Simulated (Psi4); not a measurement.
H3Cl2FOSi2 (SMILES F[SiH2]O[SiH](Cl)Cl), singlet, at a GFN2-xTB geometry, atoms displaced at random by about 0.08 Å a coordinate; Psi4 1.11 with PBE0/STO-3G, gradient.

Input for Psi4:
```
memory 2 GB

molecule {
0 1
  Si   -2.26595223    0.45435432   -0.00023334
  F    -3.08713550   -0.56382963   -0.94271625
  O    -0.51978722    0.00428526   -0.15429627
  Si    0.76823739   -0.54901110   -0.18996092
  Cl    1.58804583   -0.50572706    1.77740948
  Cl    1.93080600    0.87958647   -1.07413919
  H    -2.54735206    0.40658272    1.36742623
  H    -2.35937965    1.74720135   -0.69745771
  H     0.89296010   -1.72829929   -0.88257026
symmetry c1
no_reorient
no_com
}

set basis sto-3g

gradient('pbe0')
print_variables()
```

The log (banner, timings and long lists left out):

```
gradient() will perform analytic gradient computation.

   => Loading Basis Set <=

    Name: STO-3G
    Role: ORBITAL
    Keyword: BASIS

         ---------------------------------------------------------
                                   SCF
               by Justin Turney, Rob Parrish, Andy Simmonett
                          and Daniel G. A. Smith
                              RKS Reference
         ---------------------------------------------------------

  ==> Geometry <==

    Molecular point group: c1
    Full point group: C1

    Geometry (in Angstrom), charge = 0, multiplicity = 1:

       Center              X                  Y                   Z               Mass
    ------------   -----------------  -----------------  -----------------  -----------------
         SI          -2.265952230000     0.454354320000    -0.000233340000    27.976926534650
         F           -3.087135500000    -0.563829630000    -0.942716250000    18.998403162730
         O           -0.519787220000     0.004285260000    -0.154296270000    15.994914619570
         SI           0.768237390000    -0.549011100000    -0.189960920000    27.976926534650
         CL           1.588045830000    -0.505727060000     1.777409480000    34.968852682000
         CL           1.930806000000     0.879586470000    -1.074139190000    34.968852682000
         H           -2.547352060000     0.406582720000     1.367426230000     1.007825032230
         H           -2.359379650000     1.747201350000    -0.697457710000     1.007825032230
         H            0.892960100000    -1.728299290000    -0.882570260000     1.007825032230

  Running in c1 symmetry.

  Rotational constants: A =      0.07634  B =      0.02676  C =      0.02181 [cm^-1]
  Rotational constants: A =   2288.55857  B =    802.18378  C =    653.98078 [MHz]
  Nuclear repulsion =  533.296618664789321

  Charge       = 0
  Multiplicity = 1
  Electrons    = 82
  Nalpha       = 41
  Nbeta        = 41

  ==> Algorithm <==

  SCF Algorithm Type is DF.
  DIIS enabled.
  MOM disabled.
  Fractional occupation disabled.
  Guess Type is SAD.
  Energy threshold   = 1.00e-08
  Density threshold  = 1.00e-08
  Integral threshold = 1.00e-12

  ==> Primary Basis <==

  Basis Set: STO-3G
    Blend: STO-3G
    Number of shells: 29
    Number of basis functions: 49
    Number of Cartesian functions: 49
    Spherical Harmonics?: true
    Max angular momentum: 1

  ==> DFT Potential <==

   => LibXC <=

    Version 7.1.2
[...]
  @DF-RKS Final Energy: -1656.47392466625593
    Total Energy =                      -1656.4739246662559253
[...]

   => LibXC <=

    Version 7.1.2
    S. Lehtola, C. Steigemann, M. J. T. Oliveira, and M. A. L. Marques,  SoftwareX 7, 1–5 (2018) (10.1016/j.softx.2017.11.002)

   => Composite Functional: PBE0 <=

    PBE0 Hyb-GGA Exchange-Correlation Functional

    C. Adamo and V. Barone,  J. Chem. Phys. 110, 6158 (1999) (10.1063/1.478522)
    M. Ernzerhof and G. E. Scuseria,  J. Chem. Phys. 110, 5029 (1999) (10.1063/1.478401)

    Deriv               =              1
    GGA                 =           TRUE
    Meta                =          FALSE

    Exchange Hybrid     =           TRUE
    MP2 Hybrid          =          FALSE

   => Exchange Functionals <=

    0.7500   Perdew, Burke & Ernzerhof

   => Exact (HF) Exchange <=

    0.2500               HF

   => Correlation Functionals <=

    1.0000   Perdew, Burke & Ernzerhof

   => LibXC Density Thresholds  <==

    XC_HYB_GGA_XC_PBEH:  1.00E-15

   => Molecular Quadrature <=

    Radial Scheme          =       TREUTLER
    Pruning Scheme         =           NONE
    Nuclear Scheme         =       TREUTLER

    Blocking Scheme        =         OCTREE
    BS radius alpha        =              1
    Pruning alpha          =              1
    Radial Points          =             75
    Spherical Points       =            302
    Total Points           =         187389
    Total Blocks           =           1440
    Max Points             =            256
    Max Functions          =             41
    Weights Tolerance      =       1.00E-15

  -Total Gradient:
     Atom            X                  Y                   Z
    ------   -----------------  -----------------  -----------------
       1       -0.084932017351    -0.005484235258     0.047432733227
       2        0.004227536315     0.014375347631    -0.000816426699
       3        0.314956910866    -0.100983332302    -0.014890703797
       4       -0.201869935254     0.052316218064    -0.030865243740
       5        0.000357835830     0.013117691820    -0.000497107431
       6       -0.029306780267    -0.021097833214     0.024440626176
       7        0.008637146806     0.001041164164    -0.026814693937
       8       -0.001179830869     0.004688665424    -0.013768591608
       9       -0.010677159360     0.042110698672     0.015451851607

  Variable Map:
  ----------------------------------------------------------------------------
[...]
  Array Variable Map:
  ----------------------------------------------------------------------------
[...]
[...]
```
